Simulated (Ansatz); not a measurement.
Start from `O[SiH2]S[SiH2][SiH3]` and change one atom or group to get `[SiH3][SiH2]S`.

Ansatz, PBE0-D4/def2-TZVP geometries, multiplicity 1. Each molecule was computed in one conformer, which needn't be the lowest.

| property | `O[SiH2]S[SiH2][SiH3]` |
| --- | --- |
| LUMO energy (ωB97M-V/def2-TZVPP) / eV | 1.23 |
| LUMO energy (PBE0/def2-TZVPP) / eV | -0.53 |
| HOMO energy (B3LYP/def2-TZVPP) / eV | -7.17 |
| size of the dipole moment (ωB97M-V/def2-TZVPP) / D | 1.71 |
| LUMO energy (PBE/def2-TZVPP) / eV | -1.37 |
| HOMO–LUMO gap (ωB97M-V/def2-TZVPP) / eV | 10.70 |

Question: What does the change do to each property? (An estimate is asked.)

Answer: The calculation gave: 
```
                                          property  `[SiH3][SiH2]S`  shift
             LUMO energy (ωB97M-V/def2-TZVPP) / eV             1.34   0.11
                LUMO energy (PBE0/def2-TZVPP) / eV            -0.40   0.13
               HOMO energy (B3LYP/def2-TZVPP) / eV            -7.25  -0.08
size of the dipole moment (ωB97M-V/def2-TZVPP) / D             0.91  -0.80
                 LUMO energy (PBE/def2-TZVPP) / eV            -1.24   0.13
           HOMO–LUMO gap (ωB97M-V/def2-TZVPP) / eV            11.04   0.34
```

With PBE0 the HOMO falls by 0.10 eV and the LUMO rises by 0.13 eV, so the gap widens by about 0.23 eV. PBE moves the HOMO by -0.01 eV and ωB97M-V by -0.24 eV. Dipoles are sizes alone; their direction can turn.

B3LYP here is the variant with VWN-RPA as its local correlation; programs differ in this.
